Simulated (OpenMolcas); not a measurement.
An atom or ion with 72 electrons was computed by MS-RASPT2, IPEA 0.25 Eh, imaginary shift 0.1 Eh with spin-orbit coupling (OpenMolcas, ANO-RCC-VTZP, DKH2). The lowest levels that the run gave, each within 12 % of the measured value where one is at hand:

```csv
J,Parity,E (cm-1),g
0,even,0.0,
1,even,4420,1.499
2,even,8320,1.476
3,even,11380,1.456
4,even,13450,1.399
0,even,19330,
4,even,21460,0.972
3,even,25360,0.904
2,even,25950,0.817
1,even,26060,1.395
5,even,26650,1.072
6,even,28920,1.123
```

Problem. Which ion is it, and what are the configurations and terms?

Solution. Os4+ (Z = 76, charge +4; active space 10 electrons in 8 orbitals (RAS1 5p, at most 2 holes; RAS2 5d)). J, parity and g give the terms where levels are pure, and mixed ones are named by the computed weights; the size of the splittings, set against known spectra of the 72-electron sequence, gives the charge. In order, with the measured energies in cm-1 (the list in Palmeri et al., Atoms 14, 22 (2026)): 5d4 5D0 [65 %], 5d4 5D1 (4311), 5d4 5D2 (8083), 5d4 5D3 (11018), 5d4 5D4 [69 %] (12966), 5d4 3P0(1) [52 %], 5d4 3H4 [57 %] (20374), 5d4 3G3 [62 %] (23942), 5d4 3F2(1) [67 %], 5d4 3P1(1) (24680), 5d4 3H5 (25344), 5d4 3H6 [74 %] (27669).

CASPT2 does not keep the components of a term degenerate, so their means are used; among the terms shown or strongly mixed into the levels shown the widest spread is 1300 cm-1 (5d4 1I). Active for correlation alone: 5p; no level in the range computed is led by a configuration that opens it, so any true level of that kind is missing. The CASPT2 spread within a term exceeds the gap to the next term for 5d4 1I and 5d4 3D, so the order of their levels is uncertain. Computed and measured levels are paired by configuration, term and J; levels that our copy of the source lacks, or whose pairing is in doubt (as where it misses far off the trend of its configuration), stay unpaired and out of the deviations. Levels of configurations outside the active space are missing.

A share in square brackets marks a mixed level and gives the weight of the term that names it. A number in round brackets counts repeated terms of one configuration in the order of the reference energies.
